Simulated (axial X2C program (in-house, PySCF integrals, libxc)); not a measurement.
# Low determinants of GeC⁻ at the PBE0 level, two-component

All values were computed with an in-house relativistic program for diatomic molecules. Two-component (2c) means X2C with spin–orbit coupling and atomic mean-field two-electron Coulomb and Gaunt terms. Basis: Ge dyall-acv3z [10s10p8d5f1g], C dyall-av3z [8s7p3d2f] (cores contracted in-house); Gaussian nuclei, density fitting, unrestricted open shells. Masses: Ge 73.921 u, C 12.000 u.

Search at 1.780 Å (vertical energies from the lowest determinant):

| ΔE (eV) | state | electrons beyond evenly filled partner blocks | electrons in ±ω = 1/2, 3/2, 5/2, 7/2 |
| --- | --- | --- | --- |
| 0.00 | Ω = 1/2 | ω = 1/2 | 27 10 2 0 |
| 0.25 | Ω = 3/2 | ω = 3/2 | 28 9 2 0 |
| 2.09 | Ω = 7/2 | ω = 1/2, 2 × ω = 3/2 | 27 10 2 0 |
| 2.16 | Ω = 3/2 | ω = 3/2 | 26 11 2 0 |
| 2.20 | Ω = 1/2 | 2 × ω = -1/2, ω = 3/2 | 28 9 2 0 |
| 2.24 | Ω = 5/2 | ω = -1/2, 2 × ω = 3/2 | 27 10 2 0 |
| 2.53 | Ω = 5/2 | 2 × ω = 1/2, ω = 3/2 | 28 9 2 0 |

Lowest determinant, Ω = 1/2 (⟨Sz⟩ = 0.50, ⟨Lz⟩ = 0.00 at PBE0): Re = 1.740 Å, ωe = 890.1 cm⁻¹.

The determinant in row 2 of the search, Ω = 3/2 (⟨Sz⟩ = 0.50, ⟨Lz⟩ = 1.00 at PBE0), was followed along the bond at PBE0; measured from the minimum of the lowest determinant it gives:

Te = 0.258 eV (2082 cm⁻¹), Re = 1.812 Å, ωe = 819.8 cm⁻¹.

Q: Compare the bond of the determinant in row 2 with that of the lowest one.

A: At PBE0 its Re is 0.072 Å longer and its force constant, which goes as ωe², is 0.85 times that of the lowest determinant. T0 ≈ Te + Δωe/2 = 2082 + (-35) = 2047 cm⁻¹.

The search compares states at one distance, so a state with another bond length can lie lower; it is not exhaustive and yields mostly the lowest determinant of each block pattern, so other components and higher states of one pattern are missing. These are energies of single determinants, not of spin-adapted states; PBE0 term energies can be off by some tenths of an eV, and the functional has no current term. The lowest determinant need not be the ground state where others lie within half an eV. For an anion, determinants above electron detachment are held by the basis set. The highest occupied level of some functionals is positive through self-interaction error; at Hartree–Fock it is bound.
